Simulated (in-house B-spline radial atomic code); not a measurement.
Ionising In with different functionals

Computed with a B-spline radial code for spherical atoms: scalar-relativistic (spin-free X2C) Hamiltonian, Fermi nucleus of rms radius 4.6156 fm, spin-polarised at highest spin, spherical fractional occupations for the functionals, the average over the highest-spin determinants for Hartree-Fock. The ionisation energy is the difference of two self-consistent energies, [Kr] 4d10 5s2 5p1 → [Kr] 4d10 5s2, without Breit or QED terms; ε is the level of the shell that loses the electron (its least bound occupied spin orbital). There is no spin-orbit coupling in this Hamiltonian.

Hybrids are left out here: with spherical fractional occupations of an open shell their exact exchange keeps a self-interaction that integer-occupation calculations don't have.

```tsv
method	rung	ΔSCF (eV)	-ε(5p) (eV)
Hartree-Fock	Hartree-Fock	5.14	5.31
LDA VWN5	LDA	5.72	2.91
LDA PW92	LDA	5.72	2.90
LDA exchange-only	LDA	4.90	2.24
PBE	GGA	5.53	2.78
PBEsol	GGA	5.54	2.80
BLYP	GGA	5.46	2.63
RPBE	GGA	5.45	2.73
PW91	GGA	5.58	2.83
BP86	GGA	5.67	2.91
AM05	GGA	5.48	2.74
OLYP	GGA	5.24	2.50
TPSS	meta-GGA	5.42	2.73
SCAN	meta-GGA	5.53	2.82
r2SCAN	meta-GGA	5.49	2.87
revTPSS	meta-GGA	5.42	2.74
```

Problem. How do they compare with the NIST value?

Solution. NIST lists 5.786 eV (measured, ground level to ground level). Errors run from -0.89 to -0.06 eV; LDA VWN5 is closest (-0.06 eV), but part of that can be cancellation, since the calculations leave out spin-orbit coupling, Breit-QED terms, multiplet and fine-structure energies. Hartree-Fock also lacks correlation.
